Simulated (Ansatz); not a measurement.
Frontier orbitals of `[Cl][Ga@H-]1[NH2+][Ga@@H-]([Cl])[NH2+]1`.

Z-matrix (Å, degrees):
```
Ga
N 1 2.001
Ga 1 2.911 2 43.3
N 1 2.001 2 86.4 3 -5.3
Cl 1 2.170 2 106.4 3 -111.4
H 1 1.557 2 115.2 3 110.9
H 2 1.015 1 111.7 3 115.0
H 2 1.013 1 116.1 3 -121.4
Cl 3 2.170 1 116.5 2 -86.1
H 3 1.557 1 122.1 2 93.9
H 4 1.015 1 111.7 2 -109.7
H 4 1.013 1 116.2 2 126.7
```

Total charge 0; spin multiplicity 1. Correlated methods include outer-core shells of Ga, which these sets cover unevenly. Scalar relativity is left out up to krypton. Geometry: relaxed with PBE0-D4/def2-TZVP. Basis def2-TZVPP, Ansatz 0.2.0.

A caution on the coupled-cluster cation, which keeps the state that its UHF reference found: large T1 diagnostic of the cation.

```
functional  HOMO (eV)  LUMO (eV)  gap (eV)
       PBE      -6.84      -0.98      5.86
    r2SCAN      -7.18      -0.55      6.63
      PBE0      -8.19      -0.22      7.97
   r2SCANh      -7.68      -0.30      7.38
   ωB97M-V     -10.41       1.25     11.66
```

(1) What is the vertical ionisation energy at frozen-core CCSD(T)/def2-TZVPP? (Best estimate.)

## Answers

(1) The calculation gave: 10.63 eV (T1 of the cation 0.052).

A quarter of exact exchange (PBE0) shifts PBE's HOMO by −1.35 eV and its LUMO by +0.76 eV; full exchange at long range (ωB97M-V) shifts them by −3.57 and +2.23 eV. The gap opens from 5.86 to 11.66 eV, since occupied levels lose self-interaction and empty ones feel all the electrons. A positive LUMO is unbound and depends on the basis. −ε(HOMO) differs from that ionisation energy by −3.80 eV with PBE and −0.22 eV with ωB97M-V.
